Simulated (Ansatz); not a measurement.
Gas-phase electronic energies from Ansatz, PBE0-D4/def2-TZVP geometries. CCSD(T)/CBS adds triple-zeta CCSD(T) − MP2 to the extrapolated MP2 energy (def2 sets, frozen cores). This one scheme is used for every species. DFT in def2-TZVPP. B3LYP here is the variant with VWN-RPA as its local correlation; programs differ in this. Each species was taken in one conformer, which may not be the lowest.

Consider the hydrogenolysis of the Si–F bond: `F[SiH2]OP` + H₂ → `[SiH3]OP` + H–F.

`F[SiH2]OP`:

```xyz
8

F     0.020    2.263    0.106
Si   -0.065    0.899    0.926
O    -0.425   -0.328   -0.086
P     0.568   -1.193   -1.085
H     1.257    0.686    1.556
H    -1.179    1.012    1.885
H    -0.105   -2.442   -0.981
H    -0.071   -0.897   -2.323
```

H₂:

Z-matrix (Å, degrees):
```
H
H 1 0.746
```

`[SiH3]OP`:

```xyz
8

Si   -0.560   -1.087    0.441
O     0.547    0.050   -0.007
P     0.299    1.471   -0.799
H    -1.225   -0.691    1.709
H     0.187   -2.350    0.641
H    -1.588   -1.253   -0.619
H     1.512    1.496   -1.544
H     0.828    2.364    0.179
```

H–F:

```xyz
2

F     0.105    0.025   -0.447
H    -0.105   -0.025    0.447
```

```tsv
level	ΔE (kJ/mol)	difference from CCSD(T)/CBS
PBE-D4	128.2	-5.8
revPBE-D4	127.5	-6.5
ωB97M-V	137.3	3.3
BLYP	135.7	1.7
PBE0	126.0	-8.0
B3LYP	134.9	0.9
LC-ωPBE	130.0	-4.0
RPA@PBE/def2-TZVPP	130.3	-3.7
CCSD/def2-TZVPP	131.5	-2.5
MP2/CBS(def2)	138.4	4.4
CCSD(T)/CBS	134.0	0
```

(1) What do rigid-rotor, harmonic-oscillator terms from PBE0-D4/def2-TZVP frequencies (298.15 K, 1 bar) make of the CCSD(T)/CBS value? (An estimate is asked.)

Largest T1 diagnostic among the species: 0.013.

Results:

(1) The calculation gave: ΔZPE = +9.5 kJ/mol, ΔH = +142.7 kJ/mol, ΔS = 34 J/(mol·K), ΔG = +132.4 kJ/mol. Modes under 50 cm⁻¹ make the entropy rough.

At CCSD(T), def2-SVP lies −12.5 kJ/mol from the extrapolated value and def2-TZVPP −1.3 kJ/mol. From r2SCAN to r2SCAN0 (25 % exact exchange), in def2-TZVPP and without D4, ΔE moves by −4.1 kJ/mol. Leaving LDA and LC-ωPBE aside and taking each functional with its dispersion term where it has one, the values, not all of them listed here, spread over 15.0 kJ/mol, from HSE06-D4 to r2SCAN-D4.
